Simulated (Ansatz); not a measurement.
The cluster Sr₆S₆⁻. Total charge -1; doublet. Geometry PBE-D4/def2-SVP; atoms count from 1.

```xyz
12

Sr    2.916   -2.186    1.643
Sr   -1.470   -1.151    1.093
Sr    6.260   -0.437    1.099
Sr   -6.246    0.377   -1.192
Sr    1.355    1.664   -0.287
Sr   -2.884    2.045   -1.868
S    -5.603    2.482   -2.616
S     3.757    0.309    0.333
S    -3.754   -0.321   -0.352
S     5.651   -2.698    2.277
S    -0.280    2.947   -2.007
S     0.298   -3.030    1.877
```

In the def2 sets Sr takes a core potential; there is no spin–orbit coupling. The structure comes from a short search, and lower isomers may exist.

**Question.** Estimate the Mulliken populations from the PBE0/def2-SVP orbitals of Ansatz.

**Answer.** 
```tsv
atom	charge (e)	spin (α − β)
Sr1	0.72	-0.09
Sr2	0.32	0.57
Sr3	0.39	0.00
Sr4	0.39	0.00
Sr5	0.32	0.57
Sr6	0.72	-0.09
S7	-0.59	0.00
S8	-0.72	0.00
S9	-0.72	0.00
S10	-0.59	0.00
S11	-0.62	0.02
S12	-0.62	0.02
```
Mulliken values and Mayer orders depend strongly on the basis.

**Question.** Where does the spin sit?

**Answer.** Summed by element: Sr 0.97, S 0.03, of 1 unpaired in all. Largest on single atoms: Sr5 0.57, Sr2 0.57, Sr6 -0.09.

**Question.** And the Mayer bond orders between bonded heavy atoms (over 0.3)?

**Answer.** Sr1–S8 0.38 (2.94 Å); Sr1–S10 0.70 (2.85 Å); Sr1–S12 1.02 (2.76 Å); Sr2–Sr5 0.57 (4.22 Å); Sr2–S9 0.72 (2.83 Å); Sr2–S12 1.18 (2.70 Å); Sr3–S8 0.99 (2.72 Å); Sr3–S10 1.46 (2.62 Å); Sr4–S7 1.46 (2.62 Å); Sr4–S9 0.99 (2.72 Å); Sr5–S8 0.72 (2.83 Å); Sr5–S11 1.18 (2.70 Å); Sr6–S7 0.70 (2.85 Å); Sr6–S9 0.38 (2.94 Å); Sr6–S11 1.02 (2.76 Å).
